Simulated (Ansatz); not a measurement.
Dissociation curve of SeH, doublet.

Method: Ansatz (a first-principles code) with full CI/aug-cc-pVDZ, cores with 3d frozen.

Question: Relative to R = 1.49 Å, what are the energies at R = 1.26, 1.38, 3.78, 4.34 Å?

Answer: 28.3 mEh at 1.26 Å, 4.8 mEh at 1.38 Å, 115.4 mEh at 3.78 Å, 116.1 mEh at 4.34 Å.
